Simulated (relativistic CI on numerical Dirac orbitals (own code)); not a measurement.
# Hyperfine structure of Tb¹⁵⁺, mass number 159

Calculated at this level of theory: Dirac-Coulomb-Breit CI, orbitals from a KLI potential per configuration, a model potential for QED, unscaled Slater integrals (own radial code, finite nucleus).

Configurations in the expansion (outside the closed core [Ar] 3d10 4p6 4d10): 4s2 4f4, 4s2 4f3 5s, 4s2 4f2 5s2, 4s2 4f2 5s 5p, 4s2 4f3 5p, 4s2 4f2 5p2, 4s2 4f2 5s 5d, 4s2 4f3 5d, 4s2 4f2 5p 5d, 4s2 4f2 5d2, 4s2 4f3 6s, 4s2 4f3 6p, 4s 4f3 5s2. Levels of other configurations are missing.

Nuclear spin I = 3/2, μ = 2.009 μN, Q = 1.432 b (tables of Stone and Pyykkö). The electronic factors are computed for point nuclear moments, without core polarisation or the Bohr-Weisskopf and QED corrections.

| Level | E (cm⁻¹) | A (MHz) | B (MHz) |
| --- | --- | --- | --- |
| 4s2 4f4 5I_4 | 0.0 | 2276 | -972 |
| 4s2 4f4 5I_5 | 3558.2 | 1787 | -909 |
| 4s2 4f4 5I_6 | 7313.2 | 1522 | -921 |
| 4s2 4f4 5I_7 | 11137.3 | 1378 | -976 |
| 4s2 4f4 5I_8 | 14956.4 | 1305 | -1060 |
| 4s2 4f4 5F_1 | 25807.0 | 3910 | 348 |
| 4s2 4f4 5F_2 | 26620.3 | 1960 | 491 |
| 4s2 4f4 5F_3 | 28715.6 | 1366 | 369 |

Levels with J = 0, under 50 % of one LS term, or S terms without an open s electron are left out. Small factors come from cancelling terms and can be off by tens of per cent or more.

At this charge transitions that keep the count of f electrons are usually good to a few per cent. Terms inside the open d or f shell come out 10 to 20 % too wide with unscaled integrals. Levels and lines within the n = 5 or 6 shells can be off by up to 10 % or somewhat more, and those that change n by about 2 %, since core polarisation is missing. Levels that differ in their count of f electrons can be misplaced by several ten thousand cm⁻¹, since the correlation energy of f electrons is missing or only estimated; rates across such gaps can be off by orders of magnitude.

Problem. Give the hyperfine levels of 4s2 4f4 5I_4 relative to its centre of gravity.

Solution. With K = F(F + 1) − I(I + 1) − J(J + 1), E = AK/2 + B[¾K(K + 1) − I(I + 1)J(J + 1)]/[2I(2I − 1)J(2J − 1)]: F = 5/2: -17550, F = 7/2: -8915, F = 9/2: 1563, F = 11/2: 13420 MHz.

LS names give the leading component of a level, which can be under half, so a name can repeat, a term be missing and a line seem to break the LS rules.
